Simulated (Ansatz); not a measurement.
Mulliken charges of `[OH][Sc]([F])[F]` from r2SCAN/def2-TZVPP in Ansatz (PBE0-D4/def2-TZVP geometry).

```
atom   x (Å)   y (Å)   z (Å)  charge (e)
  O1  -0.378   1.191  -0.293      -0.567
 Sc2   0.175  -0.529   0.113       1.214
  F3   1.564  -0.819   1.297      -0.426
  F4  -0.649  -1.992  -0.658      -0.426
  H5  -0.662   2.076  -0.501       0.205
```

By hand: the dipole of these point charges (1 e Å = 4.8032 D).

Σ q r = (-0.099, 0.306, -0.072) e Å, of length 0.330 e Å = 1.59 D.

How does the dipole of the full density compare? (Best estimate.)

Computed: (-0.149, 0.463, -0.109) e Å, 2.39 D; the point charges give 0.67 times that, at 0° from its direction.

Point charges leave out the atoms' own dipoles, such as those of lone pairs, and Mulliken's split depends on the basis, so the two needn't agree.
